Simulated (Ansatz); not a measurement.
Mulliken charges of `Cl[SiH]1C=C1` from ωB97M-V/def2-TZVPP in Ansatz (PBE0-D4/def2-TZVP geometry).

```csv
atom,x (Å),y (Å),z (Å),charge (e)
Cl1,-1.827,-1.759,-0.559,-0.213
Si2,-0.695,-0.053,-0.521,0.393
C3,0.283,0.410,0.902,-0.209
C4,1.041,-0.071,-0.094,-0.209
H5,-1.318,0.901,-1.455,-0.023
H6,0.477,0.766,1.907,0.131
H7,2.099,-0.262,-0.225,0.131
```

Question: By hand: the dipole of these point charges (1 e Å = 4.8032 D).

Answer: Σ q r = (0.207, 0.328, -0.001) e Å, of length 0.388 e Å = 1.86 D.

Question: How does the dipole of the full density compare? (An estimate is asked.)

Answer: Ansatz gave: (0.220, 0.208, 0.067) e Å, 1.49 D; the point charges give 1.25 times that, at 19° from its direction.

Point charges leave out the atoms' own dipoles, such as those of lone pairs, and Mulliken's split depends on the basis, so the two needn't agree.
